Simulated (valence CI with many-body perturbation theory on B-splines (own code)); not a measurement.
Forbidden lines of La XXIV

Level of theory: configuration interaction combined with many-body perturbation theory (CI+MBPT): six valence electrons over a frozen Dirac-Fock core [Ar] 3d10, a basis of 9 s, 9 p, 8 d, 6 f, 3 g, 1 h functions for each j, with the one-electron correlation potential Σ1, the two-electron term Σ2, the three-electron term Σ3, Breit, model QED; selected CI, second order for the rest, scaled by the run's own slope (own B-spline code, finite nucleus).

No measured spectrum was set against this ion. As an estimate, levels hold to about 250 cm⁻¹ or 0.2 % of their energy and the worst to 1 %, as in measured heavy ions of charge 2 to 7; those with d or f electrons hold less well. Among the levels kept, up to 930 cm⁻¹ of a level comes from second order outside the variational space, and about a tenth of that is noise between levels of different J, which matters for small intervals.

Lines 1 to 26 of 26 in falling wavelength, among levels below 137.84 eV, chosen from the decays that carry over 1 % of a level's rate. Wavelengths and rates use the calculated energies, so an error of 2000 cm⁻¹ moves a line at 2262 Å by 4.5 % and its rate by three times that or more. Electric multipoles are in the length gauge, E1 and E2 with the static RPA response of the core. Weak lines are less certain than strong ones. Lines between different terms over intervals too small for the method are left out, as are lines whose strength nearly cancels.

Levels are named by their leading jj configuration (3d3/2^4 stands for four electrons in 3d with j = 3/2), which in mixed levels can hold well under half, so a name can repeat and another be missing. Letters in brackets count levels of one name in rising energy.

| λ vac (Å) | Upper | Lower | Type | A (s⁻¹) | Branch % |
| --- | --- | --- | --- | --- | --- |
| 3394 | (4s^2 4p1/2^2 4p3/2 4d5/2) J=4 | (4s^2 4p1/2^2 4p3/2 4d3/2) J=3 | M1 | 3.73e+02 | 25.9 |
| 2566 | (4s^2 4p1/2 4p3/2^2 4d5/2) J=5 | (4s^2 4p1/2 4p3/2^2 4d3/2) J=4 | M1 | 8.71e+02 | 5.7 |
| 2262 | (4s^2 4p1/2^2 4p3/2^2) J=0 | (4s^2 4p1/2^2 4p3/2^2) J=2 | E2 | 2.27e+00 | 100.0 |
| 1898 | (4s^2 4p1/2 4p3/2^2 4d5/2) J=4 [b] | (4s^2 4p1/2 4p3/2^2 4d3/2) J=3 | M1 | 7.24e+02 | 5.4 |
| 1152 | (4s^2 4p1/2 4p3/2^2 4d3/2) J=4 | (4s^2 4p1/2^2 4p3/2 4d5/2) J=3 | M1 | 6.01e+03 | 16.5 |
| 1056 | (4s^2 4p1/2 4p3/2^2 4d5/2) J=4 [a] | (4s^2 4p1/2^2 4p3/2 4d5/2) J=3 | M1 | 3.80e+03 | 9.2 |
| 855.2 | (4s^2 4p1/2 4p3/2^2 4d5/2) J=4 [b] | (4s^2 4p1/2^2 4p3/2 4d5/2) J=3 | M1 | 4.30e+03 | 31.8 |
| 812.7 | (4s^2 4p1/2 4p3/2^3) J=1 | (4s^2 4p1/2^2 4p3/2^2) J=0 | M1 | 1.53e+04 | 16.3 |
| 685.3 | (4s^2 4p1/2 4p3/2^2 4d3/2) J=4 | (4s^2 4p1/2^2 4p3/2 4d5/2) J=4 | M1 | 2.77e+04 | 76.2 |
| 649.8 | (4s^2 4p1/2 4p3/2^2 4d5/2) J=4 [a] | (4s^2 4p1/2^2 4p3/2 4d5/2) J=4 | M1 | 2.32e+04 | 56.3 |
| 609.8 | (4s^2 4p1/2^2 4p3/2 4d5/2) J=4 | (4s 4p1/2^2 4p3/2^3) J=2 | E2 | 1.67e+01 | 1.2 |
| 597.9 | (4s^2 4p1/2 4p3/2^3) J=1 | (4s^2 4p1/2^2 4p3/2^2) J=2 | M1 | 7.83e+04 | 83.2 |
| 570.2 | (4s^2 4p1/2 4p3/2^2 4d3/2) J=4 | (4s^2 4p1/2^2 4p3/2 4d3/2) J=3 | M1 | 1.57e+03 | 4.3 |
| 567.9 | (4s^2 4p1/2 4p3/2^2 4d5/2) J=4 [b] | (4s^2 4p1/2^2 4p3/2 4d5/2) J=4 | M1 | 5.98e+03 | 44.3 |
| 567.9 | (4s^2 4p1/2 4p3/2^2 4d5/2) J=4 [b] | (4s^2 4p1/2^2 4p3/2 4d5/2) J=4 | E2 | 3.09e+02 | 2.3 |
| 545.4 | (4s^2 4p1/2 4p3/2^2 4d5/2) J=4 [a] | (4s^2 4p1/2^2 4p3/2 4d3/2) J=3 | M1 | 1.38e+04 | 33.4 |
| 540.8 | (4s^2 4p1/2 4p3/2^2 4d5/2) J=5 | (4s^2 4p1/2^2 4p3/2 4d5/2) J=4 | M1 | 1.38e+04 | 90.3 |
| 540.8 | (4s^2 4p1/2 4p3/2^2 4d5/2) J=5 | (4s^2 4p1/2^2 4p3/2 4d5/2) J=4 | E2 | 4.58e+02 | 3.0 |
| 532.0 | (4s^2 4p3/2^4) J=0 | (4s^2 4p1/2 4p3/2^3) J=2 | E2 | 3.95e+03 | 1.4 |
| 519.7 | (4s^2 4p1/2 4p3/2^3) J=2 | (4s^2 4p1/2^2 4p3/2^2) J=2 | M1 | 5.44e+04 | 97.8 |
| 519.7 | (4s^2 4p1/2 4p3/2^3) J=2 | (4s^2 4p1/2^2 4p3/2^2) J=2 | E2 | 1.10e+03 | 2.0 |
| 469.2 | (4s^2 4p3/2^4) J=0 | (4s^2 4p1/2 4p3/2^3) J=1 | M1 | 2.82e+05 | 98.5 |
| 463.0 | (4s^2 4p1/2 4p3/2^2 4d5/2) J=4 [b] | (4s^2 4p1/2^2 4p3/2 4d3/2) J=2 | E2 | 2.24e+02 | 1.7 |
| 294.1 | (4s^2 4p1/2 4p3/2^2 4d5/2) J=4 [b] | (4s 4p1/2^2 4p3/2^3) J=2 | E2 | 1.74e+02 | 1.3 |
| 128.2 | (4s^2 4p1/2 4p3/2^2 4d5/2) J=4 [b] | (4s^2 4p1/2 4p3/2^3) J=2 | M2 | 1.33e+03 | 9.9 |
| 125.6 | (4s^2 4p1/2^2 4p3/2 4d5/2) J=4 | (4s^2 4p1/2^2 4p3/2^2) J=2 | M2 | 1.04e+03 | 72.5 |
